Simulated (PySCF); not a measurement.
Identify the unknown among the candidates.

All candidates are C6H8FN.

* Polarisability: 87.8 au [wB97X-D/def2-SVPD]
* Triplet: lowest triplet excitation (Tamm–Dancoff): 3.49 eV [TDA wB97X-D/def2-SVPD]
* 13C NMR: chemical shifts (computed TMS as zero) by class: 222.1 (1 C), 153.5 (1 C), 127.8 (1 C), 91.1 (1 C), 82.6 (1 C), 46.3 (1 C) ppm [GIAO PBE0/pcSseg-1]
* 1H NMR: chemical shifts (computed TMS as zero) by class: 6.66 (1 H), 6.57 (1 H), 5.30 (2 H), 3.54 (2 H), 0.48 (2 H) ppm [GIAO PBE0/pcSseg-1]
* UV, first state: lowest singlet excitation: 5.57 eV (223 nm, f = 0.001) [TDDFT wB97X-D/def2-SVPD]
* Rotational structure: rotational constants A, B, C: 2.432, 1.434, 0.917 GHz [GFN2-xTB]

Electronic properties: PySCF, gas phase, density fitting. Levels stand in brackets. The structure is a single GFN2-xTB conformer in the gas phase; no vibrational or solvent corrections. NMR values are class means; diastereotopic atoms form classes of their own.

Question: Which candidate is it?
A. `[H]/N=C1/C(F)=CC[C@@H]1C`
B. `C=C=C/C(=C\F)CN`
C. `C=C1C(F)=C1N(C)C`
D. `C[C@@H]1CC[C@@]1(F)C#N`

Answer: B. It is `C=C=C/C(=C\F)CN`. Numbering: `[CH2:1]=[C:2]=[CH:3]/[C:4](=[CH:5]\[F:6])[CH2:7][NH2:8]`. Its formula, C6H8FN, gives 3 degrees of unsaturation: 0 rings and 3 π bonds in the structure found. 6 carbons fall into 6 classes; from least to most shielded: central carbon of cumulated double bonds [C2] (222.1 ppm), vinylic C–F carbon [C5] (153.5 ppm), fully substituted alkene carbon [C4] (127.8 ppm), outer carbon of cumulated double bonds [C3] (91.1 ppm), outer carbon of cumulated double bonds [C1] (82.6 ppm), sp3 carbon bound to nitrogen [C7] (46.3 ppm). Hydrogen classes from least to most shielded: 1 H on an outer carbon of cumulated double bonds, C3 (6.66 ppm), 1 H on a vinylic C–F carbon, C5 (6.57 ppm), 2 H on an outer carbon of cumulated double bonds, C1 (5.30 ppm), 2 H on an sp3 carbon bound to nitrogen, C7 (3.54 ppm), 2 H on a primary amine nitrogen, N8 (0.48 ppm). The optimised geometry has point group Cs and is an asymmetric top.

The others, at the same levels:
- `C[C@@H]1CC[C@@]1(F)C#N` fails: its computed lowest singlet excitation is 7.14 eV (174 nm, f = 0.001) (against 5.57 eV), lowest triplet excitation (Tamm–Dancoff) is 6.39 eV (against 3.49 eV) and static isotropic polarisability is 71.1 au (against 87.8 au).
- `[H]/N=C1/C(F)=CC[C@@H]1C` fails: its computed 13C shifts are 182.4 (1 C), 171.2 (1 C), 133.0 (1 C), 39.2 (1 C), 34.6 (1 C), 22.3 (1 C) ppm, 1H shifts are 10.69 (1 H), 6.37 (1 H), 2.75 (1 H), 2.21 (1 H), 1.94 (1 H), 1.06 (3 H) ppm and rotational constant A is 3.141 GHz (against 2.432 GHz).
- `C=C1C(F)=C1N(C)C` fails: it has 5 carbon classes against 6; its computed 13C shifts are 126.5 (1 C), 125.6 (1 C), 120.9 (1 C), 49.0 (1 C), 41.6 (2 C) ppm, 1H shifts are 3.16 (1 H), 3.15 (1 H), 3.01 (6 H) ppm and rotational constant A is 2.696 GHz (against 2.432 GHz).

Each candidate is one conformer, not necessarily the lowest. Dipoles, sizes and rotational constants follow the conformer. The torsions of the flexible species, by atom-mapped SMILES:
- `[CH2:1]=[C:2]=[CH:3]/[C:4](=[CH:5]\[F:6])[CH2:7][NH2:8]`: C2–C3–C4–C5 179°, C3–C4–C7–N8 180°, H–N8–C7–C4 60°, H–N8–C7–C4 -61°
- `[CH2:1]=[C:2]1[C:3]([F:4])=[C:5]1[N:6]([CH3:7])[CH3:8]`: C3–C5–N6–C7 176°
